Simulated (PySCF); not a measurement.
**From a computed spectrum to the compound**

A species of 9 atoms with charge 3 has these harmonic modes (PBE0, small Gaussian bases with core potentials, PySCF 2.14.0):

```tsv
cm⁻¹	km/mol	symmetry
43	0.5	
79	2.6	
84	8.3	
404	2.3	
405	6.4	
690	51.1	
699	2.4	
717	146.4	
726	86.7	
1433	204.7	
1437	89.0	
1583	107.2	
1584	84.9	
1586	42.3	
1588	6.0	
3284	525.4	
3295	100.8	
3344	193.0	
3347	228.4	
3356	233.3	
3359	247.3
```

**Question.** Which species is it, and in which structure?

**Answer.** [Lu(NH3)2]3+ (singlet in the valence; each metal's 4f electrons, 14 of them, lie in its core potential, out of spins and levels):
```xyz
9

Lu    0.1607   -0.1493    0.0000
N    -0.7964    0.7341    1.8860
H    -0.2168    1.4331    2.3997
H    -1.6997    1.2379    1.7623
H    -1.0237    0.0437    2.6340
N    -0.7894    0.7394   -1.8863
H    -0.2928    0.5204   -2.7770
H    -1.7647    0.4355   -2.0954
H    -0.8644    1.7780   -1.9212
```
Ideal gas at 298.15 K and 1 bar: S = 349.7 J/(mol K), Cp = 85.5 J/(mol K), H − H(0 K) = 19.0 kJ/mol (rigid rotor, harmonic modes, spin degeneracy alone, that of the 4f electrons in the core included; the modes under 60 cm⁻¹ make these uncertain). An lcecp potential fixes the number of 4f electrons, so in runs with it no electron can move into or out of that shell.
 This is one of several that fit.
